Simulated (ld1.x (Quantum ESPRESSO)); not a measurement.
# What one change does to a pseudopotential (Sb, TM semilocal)

Sb, norm-conserving Troullier–Martins (semilocal form), made with ld1.x (Quantum ESPRESSO) 7.5 (PBE, scalar-relativistic). Core [Kr], reference 4d10 5s2 5p3. Waves: 5p (bound): rc 2.55 bohr; 4d (bound): rc 0.85 bohr; 5s (bound): rc 1.75 bohr. Local part: the s channel. Core correction: Bessel-smoothed model core, default radius (core density twice the valence density).

All-electron outer shells of the reference configuration (PBE, scalar-relativistic, ld1.x):

```csv
shell,level (eV),outermost node (bohr),outermost maximum (bohr)
4s,-148.83,0.39,0.73
4p,-101.79,0.39,0.76
4d,-33.51,0.38,0.84
5s,-12.83,0.95,1.90
5p,-4.83,1.04,2.35
```

Change: wave 5p (bound): rc 2.55 bohr becomes 5p (bound): rc 3.00 bohr.

Cutoffs: the cutoffs (Ry, on a coarse ladder) from which the occupation-weighted sum of valence levels, in a spherical-Bessel basis at the reference potential, stays within 10 and 1 mRy of its value at 400 Ry; they do not see the model core or the augmentation charge, which bear on the density cutoff. Errors are all-electron minus pseudo energies relative to the spin-unpolarised reference configuration.

**Question.** What does the change do?

**Answer.** Of the 7 tests that both files solve, the error grows in 3 and shrinks in 3 by more than 15 % and 0.3 meV (median size 2.5 → 7.1 meV); neither file shows a bound ghost. A semilocal file is local in each channel, so a ghost entry of none says nothing of the separable form that plane-wave codes build from it.

| quantity | base | changed |
| --- | --- | --- |
| cutoff, loose | 180 Ry | 180 Ry |
| cutoff, tight | over 300 Ry | over 300 Ry |
| loose cutoff by channel (10 mRy a level) | p 8 Ry, d 110 Ry, s 18 Ry | p 6 Ry, d 110 Ry, s 18 Ry |
| bound ghosts | none | none |
| error for 4d10 5s2 5p2, meV [ΔE 8.32 eV] | -0.7 | -0.1 |
| error for 4d10 5s2 5p1, meV [ΔE 24.28 eV] | -2.5 | -7.1 |
| error for 4d10 5s2 5p0, meV [ΔE 48.70 eV] | -19 | -60 |
| error for 4d9 5s2 5p4, meV [ΔE 31.12 eV] | -255 | -183 |
| error for 4d10 5s1 5p4, meV [ΔE 8.11 eV] | -0.9 | +5.5 |
| error for 4d10 5s2 5p2.5, meV [ΔE 3.26 eV] | -0.4 | -0.2 |
| error for 4d9 5s2 5p3, meV [ΔE 40.74 eV] | -194 | -123 |
